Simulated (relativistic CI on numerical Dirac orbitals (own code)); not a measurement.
**How the errors of a small relativistic CI change along the 35-electron sequence**

Levels calculated with a relativistic CI code on KLI orbitals, against measured ones, in five cumulative steps: (1) Dirac-Coulomb, each configuration alone; (2) with Breit and QED terms; (3) with configuration mixing; (4) with scaled Slater integrals; (5) with a P86 correlation estimate. Each ion has its own short list of configurations; levels above 2,000 cm⁻¹ that pair in every step are counted, and ions without enough such levels are left out. The scale is 0.85 up to charge 4 and 0.9 beyond; P86 is a density functional added for each configuration.

Median relative error (%):

```
 Ion   Ground  Levels  (1)  (2)  (3)  (4)  (5)
  Br  4s2 4p5       8  8.2  8.3  8.9  7.7  0.2
 Kr⁺  4s2 4p5      14  3.8  3.9  0.9  0.3  3.5
Rb²⁺  4s2 4p5      39  2.9  2.9  0.9  0.8  2.9
Sr³⁺  4s2 4p5      54  1.7  1.8  2.1  1.7  3.4
Zr⁵⁺  4s2 4p5      39  1.1  1.1  1.4  1.0  2.1
Nb⁶⁺  4s2 4p5       5  2.3  0.8  2.2  2.0  3.2
```

Mean absolute error (cm⁻¹):

```tsv
Ion	(1)	(2)	(3)	(4)	(5)
Br	4493	4515	4953	4489	200
Kr⁺	4074	4150	865	472	3849
Rb²⁺	5661	5757	2412	1851	6021
Sr³⁺	5096	5190	6036	4295	8409
Zr⁵⁺	5266	5460	5359	4022	8361
Nb⁶⁺	12868	12464	10554	7470	11346
```

In step (3), fully ab initio, the relative error is 8.9 % for Br and 2.2 % for Nb⁶⁺, while the absolute error goes from 4953 to 10554 cm⁻¹. The relative error falls from the first to the last ion but not steadily. The sets of levels differ from ion to ion, which blurs the trend. Mixing (step 3) lowers the mean absolute error for 4 of the 6 ions and scaling (step 4) for 6. The P86 step changes the mean absolute error by a factor of 0.0 for the first ion and 1.5 for the last.

Sources of the measured levels: Br, NIST Handbook of Basic Atomic Spectroscopic Data (Sansonetti and Martin, J. Phys. Chem. Ref. Data 34, 1559 (2005)); Kr⁺, NIST Handbook of Basic Atomic Spectroscopic Data (Sansonetti and Martin, J. Phys. Chem. Ref. Data 34, 1559 (2005)); Rb²⁺, measured levels as listed in Zhang, Palmeri and Quinet, Eur. Phys. J. D 68, 104 (2014); Sr³⁺, Sansonetti, J. Phys. Chem. Ref. Data 41, 013102 (2012); Zr⁵⁺, measured levels as listed in Rauch et al., Astron. Astrophys. 599, A142 (2017); Nb⁶⁺, Moore, Atomic Energy Levels, vol. II, NSRDS-NBS 35 (1971 reprint of NBS Circular 467, 1952).
